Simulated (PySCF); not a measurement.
Gas-phase reaction: InHCl2 + 4 C4H6 (butadiene) → InH2Cl + CH3Cl + 5 C3H4 (propyne)

Computed with PySCF (xtb for GFN2) and rigid-rotor harmonic-oscillator thermochemistry at 1 bar. † marks an energy on the PBE0/def2-TZVP geometry and frequencies; other levels use their own. MP2 freezes the core. All species are closed-shell singlets. In: scalar-relativistic def2 core potential, no spin-orbit coupling. InHCl2, InH2Cl: computed as isolated molecules; such fragments, hydroxides, amides, oligomers or adducts are transient or little studied in the gas. MP2 isn't extrapolated to the basis-set limit.

```tsv
level	ΔH°(298 K), kJ
GFN2-xTB	…
M06-2X/def2-TZVP†	…
MP2/def2-TZVPP†	…
PBE/def2-TZVP†	621
PBE0/def2-QZVP†	630
PBE0/def2-SVP†	674
LDA/def2-TZVP†	694
```

### Question
Some entries are withheld; supply them.

### Answer

- GFN2-xTB, ΔH°(298 K), kJ: 483
- M06-2X/def2-TZVP†, ΔH°(298 K), kJ: 579
- MP2/def2-TZVPP†, ΔH°(298 K), kJ: 554
